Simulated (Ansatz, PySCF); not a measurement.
Gas-phase reaction in SMILES: N[SiH2]N[SiH3] + H+ → [NH3+][SiH2]N[SiH3]
Each molecule is optimised on its own at B3LYP-D3(BJ)/def2-TZVP (Ansatz, a program for electronic structure), one conformer each, not searched for the lowest. Frequencies are from Ansatz or PySCF.

Wanted: proton affinity (enthalpy at 298 K, with B3LYP-D3(BJ) rigid-rotor harmonic-oscillator terms), positive where the reaction releases energy, in kJ/mol. Cores are frozen in the correlated levels unless marked. No spin-orbit coupling. Non-relativistic. CBS(X,Y): correlation extrapolated as X^-3; Hartree-Fock from the larger set.

| level | program | proton affinity (kJ/mol) |
|---|---|---|
| HF/cc-pV(T+d)Z | Ansatz | 914.5 |

Q: Estimate the value at CCSD(T)/CBS(cc-pV(T+d)Z,cc-pV(Q+d)Z) as computed with Ansatz.

A: 895.7 kJ/mol, so HF/cc-pV(T+d)Z differs from it by 18.8 kJ/mol.
